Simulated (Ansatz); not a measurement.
Zn7Te6⁺. Total charge 1; doublet. Geometry PBE-D4/def2-SVP; atoms count from 1.

```xyz
13

Zn    0.968   -2.130   -1.406
Zn   -1.398   -1.173    0.521
Zn    0.705    1.362    2.434
Zn   -1.255    2.476    0.771
Zn   -1.226   -0.450   -2.141
Zn    2.947   -3.518   -0.726
Zn    1.152    0.696   -0.326
Te   -1.462   -3.029   -1.362
Te   -2.809    0.837   -0.458
Te   -1.164    2.851    3.363
Te    1.277    0.046   -2.841
Te    0.952   -1.130    1.704
Te    1.312    3.162    0.467
```

In the def2 sets Te takes a core potential; there is no spin–orbit coupling. Single mean-field runs in def2-TZVP are fitted with def2-universal-jkfit. Another isomer (doublet) lies 0.35 eV lower at PBE0-D4/def2-TZVP; other spin states weren't run for this one.

Question: Estimate the Mulliken populations from the PBE0/def2-TZVP orbitals of Ansatz.

Answer: 
```csv
atom,charge (e),spin (α − β),d electrons
Zn1,0.31,0.00,10.08
Zn2,0.29,0.00,10.10
Zn3,0.22,-0.05,10.10
Zn4,0.26,-0.04,10.10
Zn5,0.23,0.00,10.09
Zn6,0.28,0.00,10.00
Zn7,0.46,0.00,10.09
Te8,-0.20,0.00,–
Te9,-0.20,0.00,–
Te10,-0.02,0.82,–
Te11,-0.20,0.02,–
Te12,-0.30,0.00,–
Te13,-0.14,0.26,–
```
Mulliken values and Mayer orders depend strongly on the basis.

Question: Where does the spin sit?

Answer: Summed by element: Zn -0.09, Te 1.09, of 1 unpaired in all. Largest on single atoms: Te10 0.82, Te13 0.26, Zn3 -0.05.

Question: And the Mayer bond orders between bonded heavy atoms (over 0.3)?

Answer: Zn1–Zn6 0.54 (2.51 Å); Zn1–Te8 0.76 (2.59 Å); Zn1–Te11 0.74 (2.62 Å); Zn2–Te8 0.74 (2.64 Å); Zn2–Te9 0.74 (2.64 Å); Zn2–Te12 0.73 (2.63 Å); Zn3–Te10 0.85 (2.56 Å); Zn3–Te12 0.80 (2.61 Å); Zn3–Te13 0.67 (2.73 Å); Zn4–Te9 0.83 (2.57 Å); Zn4–Te10 0.74 (2.62 Å); Zn4–Te13 0.72 (2.67 Å); Zn5–Te8 0.72 (2.71 Å); Zn5–Te9 0.74 (2.65 Å); Zn5–Te11 0.81 (2.65 Å); Zn7–Te11 0.68 (2.60 Å); Zn7–Te12 0.49 (2.74 Å); Zn7–Te13 0.72 (2.60 Å).
